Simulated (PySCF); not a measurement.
Magnetisability: SMILES N#C[C@H]1C=COC1=O, C$_{5}$H$_{3}$NO$_{2}$

Geometry:
```
atom   x (Å)   y (Å)   z (Å)
  N1   2.425  -0.713   1.428
  C2   1.627  -0.540   0.631
  C3   0.583  -0.338  -0.346
  C4  -0.751  -0.831   0.137
  C5  -1.568   0.212   0.205
  O6  -0.989   1.392  -0.187
  C7   0.296   1.166  -0.544
  O8   1.035   2.005  -0.950
  H9   0.904  -0.784  -1.294
 H10  -0.959  -1.849   0.396
 H11  -2.598   0.282   0.500
```

Computed, not measured: PySCF, GIAO B3LYP/pcSseg-1 magnetisability, rotational g tensor and spin-rotation constants, non-relativistic, gas phase. Geometry: GFN2-xTB.

Question: What are the magnetisability and the molar susceptibility?

Answer: Isotropic -865 × 10⁻³⁰ J/T², or -52.1 × 10⁻⁶ cm³/mol; principal values -1078, -783, -735 × 10⁻³⁰ J/T², anisotropy 322 × 10⁻³⁰ J/T² (root of half the summed squared differences of the principal values). The susceptibility is in cgs units.

Question: Split it along the inertial axes a, b, c into diamagnetic and paramagnetic parts about the centre of mass, with the quadrupole moment.

Answer: 
```csv
axis,χ (10⁻⁶ cm³/mol),diamagnetic (10⁻⁶ cm³/mol),paramagnetic (10⁻⁶ cm³/mol),summed x² of all electrons (Å²),quadrupole Θ (D Å)
a,-54.7,-419.1,364.4,123.2,-9.45
b,-44.5,-609.3,564.8,78.3,+2.37
c,-57.2,-854.8,797.6,20.4,+7.08
```
Anisotropies 2χaa − χbb − χcc = -7.6 and 2χbb − χaa − χcc = +22.9 × 10⁻⁶ cm³/mol. Θ is traceless in Buckingham's convention.

Question: And the rotational g tensor?

Answer: 
| axis | rotational constant (GHz) | g | nuclear part | electronic part |
| --- | --- | --- | --- | --- |
| a | 3.4459 | -0.0395 | 0.5504 | -0.5899 |
| b | 2.1241 | -0.0415 | 0.5222 | -0.5636 |
| c | 1.4589 | -0.0216 | 0.5250 | -0.5467 |

Asymmetric top; isotopes 12C, 1H, 14N, 16O; no vibrational averaging.
